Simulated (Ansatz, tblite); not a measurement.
Cost and result up the ladder for Te6Mo3 (9 atoms). The state is a singlet with charge 0. Geometry: PBE-D4/def2-SVP.

```xyz
9

Mo    0.968   -0.385    0.691
Mo   -0.138    1.586    0.163
Mo   -1.310   -0.701   -0.755
Te    3.605   -0.168    0.905
Te    0.833   -2.100   -1.332
Te   -1.411    0.033    1.926
Te   -1.286    1.482   -2.239
Te    2.178    2.267    1.326
Te   -3.438   -2.013   -0.683
```

Ansatz on 2 threads of AMD EPYC 7R13 on a shared host and a share (18 GiB) of an NVIDIA H100 80GB HBM3; xTB runs through tblite on one thread. Times are rough, summed over both states, and most runs start from the orbitals of an earlier one. No level here is sound enough to serve as a yardstick. The other state is a triplet at its own geometry, which has other bonds, so the gap mixes isomer and spin.

In the def2 sets Mo, Te take a core potential; there is no spin–orbit coupling. The xTB rows come from tblite. Correlated methods freeze 24 core orbitals; core or outer-core shells of Mo, Te are correlated, in sets that lack core-valence functions. Single mean-field runs in def2-TZVP are fitted with def2-universal-jkfit.

Run but left out: HF/def2-TZVP, MP2/def2-TZVP (singlet: restricted singlet, unstable towards broken spin symmetry); BHLYP-D4/def2-TZVP (singlet: restricted singlet, unstable in another Hartree–Fock run and untested here); LC-ωPBE/def2-TZVP (triplet: ⟨S²⟩ 2.75, where a pure state has 2.00).

Correlated methods converge slowly with the basis.

xTB has no spin-polarisation term.

```json
{"level": "GFN1-xTB", "functions": "81", "wall time": "0.064 s"}
{"level": "GFN2-xTB", "functions": "81", "wall time": "0.14 s"}
{"level": "PBE-D4/def2-TZVP", "functions": "420", "wall time": "7.4 s"}
{"level": "r2SCAN-D4/def2-TZVP", "functions": "420", "wall time": "10 s"}
{"level": "PBE0-D4/def2-TZVP (with forces)", "functions": "420", "wall time": "12 s"}
{"level": "r2SCANh-D4/def2-TZVP (with forces)", "functions": "420", "wall time": "12 s"}
{"level": "RPA@PBE/def2-TZVP", "functions": "420", "wall time": "24 s"}
```

Estimate what each level gives for the triplet − singlet (eV).


```csv
level,triplet − singlet (eV),remarks
GFN1-xTB,1.51,–
GFN2-xTB,1.70,–
PBE-D4/def2-TZVP,0.39,restricted SCF unstable in HF (singlet)
r2SCAN-D4/def2-TZVP,0.31,restricted SCF unstable in HF (singlet)
PBE0-D4/def2-TZVP (with forces),0.29,restricted SCF unstable in HF (singlet)
r2SCANh-D4/def2-TZVP (with forces),0.27,restricted SCF unstable in HF (singlet)
RPA@PBE/def2-TZVP,0.37,restricted SCF unstable in HF (singlet)
```
